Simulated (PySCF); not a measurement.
Levels of Si¹¹⁺ from EOM-EA-GCCSD

Reference: closed-shell Si¹²⁺, 1s2; one electron is added. Calculated with PySCF 2.14, two-component X2C-1e with screened spin-orbit coupling, an uncontracted even-tempered set (17 s from 0.76 bohr⁻², ratio 2.6; 10 p from 0.98 bohr⁻², ratio 2.6; 7 d from 1 bohr⁻², ratio 2.8; 3 f from 51 bohr⁻², ratio 2.8); frozen nothing; the 30 highest virtual spinors dropped; of the others 52 kept and the rest restored at second order. No Breit or QED terms. Binding energies in eV.

```json
{"level": "2s1/2", "Koopmans": "523.31"}
{"level": "2p1/2", "Koopmans": "499.44"}
{"level": "2p3/2", "Koopmans": "498.30"}
```

(1) How does correlation move these levels?

For comparison, the ionisation energy of Si¹¹⁺ is 523.41 eV (theoretical estimate listed by NIST; NIST Atomic Spectra Database, ionization energies).

Only part of the computed levels is shown.

The screened spin-orbit operator tends to give fine-structure splittings of light species too large.

## Answers

(1) 2s1/2: second order 523.47, EOM-CCSD 523.47; 2p1/2: second order 499.73, EOM-CCSD 499.74; 2p3/2: second order 498.59, EOM-CCSD 498.59.
